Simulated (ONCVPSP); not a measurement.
# What one change does to a pseudopotential (C (Z = 6), ONCV)

- Element: carbon (C)
- Generator: ONCVPSP 4.0.1
- Type: optimised norm-conserving Vanderbilt (ONCV)
- Functional: LDA (Perdew-Wang 92)
- Relativity: scalar-relativistic
- Frozen core: [He]
- Valence charge: 4
- Reference configuration: 2s2 2p2
- Partial waves: 2s: rc 1.00 bohr, ncon 5, nbas 8, qcut 7.7 1/bohr, 2 projectors, debl 0.5 Ha; 2p: rc 2.70 bohr, ncon 4, nbas 9, qcut 6 1/bohr, 2 projectors, debl 3.4 Ha
- Local potential: polynomial inside 0.80 bohr (lpopt 1, dvloc0 4 Ha)
- Core correction: Teter function, fcfact 2.25, rcfact 1.7

In the s channel the program set the typed energies aside and used -0.501, 0.250 Ha.

All-electron outer shells of the reference configuration (LDA (PZ), scalar-relativistic, ld1.x):

| shell | level (eV) | outermost node (bohr) | outermost maximum (bohr) |
| --- | --- | --- | --- |
| 1s | -270.81 | – | 0.18 |
| 2s | -13.64 | 0.38 | 1.22 |
| 2p | -5.42 | – | 1.19 |

Change: s: qcut 10.6.

Cutoffs: the cutoffs (Ha) at which the residual kinetic energy of the hardest occupied pseudo-wave falls to 1 and 0.1 mHa per electron; they do not see the model core or the augmentation charge, which bear on the density cutoff. Errors are all-electron minus pseudo energies relative to the spin-unpolarised reference configuration.

**Question.** What does the change do?

**Answer.** The potential gets neither clearly harder nor softer (20 Ha and 114 Ha → 29 Ha and 52 Ha); both files keep a bound ghost (s); the errors of the 4 common tests hardly move.

```tsv
quantity	base	changed
cutoff, loose	20 Ha	29 Ha
cutoff, tight	114 Ha	52 Ha
loose cutoff by channel	s 20 Ha, p 10 Ha	s 29 Ha, p 10 Ha
bound ghosts	s	s
GHOST(+) flags under 300 eV	none	none
error for 2s2 2p1, meV [ΔE 10.98 eV]	+84	+84
error for 2s2 2p0, meV [ΔE 35.24 eV]	+675	+675
error for 2s1 2p0, meV [ΔE 83.21 eV]	+1282	+1282
error for 2s1 2p2, meV [ΔE 19.48 eV]	-64	-65
s: phases at 1.01 bohr within 0.05 rad from the reference energy up to (Ha; the scan ends near 5)	to the end of the scan	to the end of the scan
p: phases at 2.74 bohr within 0.05 rad from the reference energy up to (Ha; the scan ends near 5)	0.4	0.4
rms error of d²Exc/dni dnj with the model core, mHa	0.81	0.81
```

 A true bound ghost makes a file unfit for plane-wave use even where its test errors are small: the radial tests pick states by their node count and pass the ghost by.
